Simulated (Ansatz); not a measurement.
Stepwise reaction of `N[SiH](N)O` with hydrogen chloride, as a gas-phase model of exchange steps in deposition or etching. ΔE in kJ/mol.

Program: Ansatz. Geometries: PBE0-D4/def2-TZVP. ΔE: electronic, gas phase. CCSD(T)/CBS adds triple-zeta CCSD(T) − MP2 to the extrapolated MP2 energy (def2 sets, frozen cores). This one scheme is used for every species. DFT in def2-TZVPP. B3LYP here is the variant with VWN-RPA as its local correlation; programs differ in this. Each species was taken in one conformer, which may not be the lowest.

```tsv
step	reaction	PBE-D4	B3LYP-D4	ωB97M-V	CCSD(T)/CBS
2	`N[SiH](O)Cl` + HCl → `O[SiH](Cl)Cl` + NH₃	-39.0	-34.2	-34.6	-34.0
```

Task: Give the row of step 1, `N[SiH](N)O` + HCl → `N[SiH](O)Cl` + NH₃. (Best estimate.)

Result: The calculation gave: 
```
step                                  reaction  PBE-D4  B3LYP-D4  ωB97M-V  CCSD(T)/CBS
   1  `N[SiH](N)O` + HCl → `N[SiH](O)Cl` + NH₃   -47.0     -43.3    -44.1        -43.0
```

Task: By hand: ΔE of the 2 steps together at CCSD(T)/CBS.

Result: (-43.0) + (-34.0) = -77.0 kJ/mol, or -38.5 kJ/mol a step.

In ΔE each step is higher than the one before. All are downhill at CCSD(T)/CBS. PBE-D4 differs from CCSD(T)/CBS by -5.0 to -4.0 kJ/mol a step. Isolated molecules leave out the surface, adducts and barriers. Largest T1 diagnostic: 0.010.
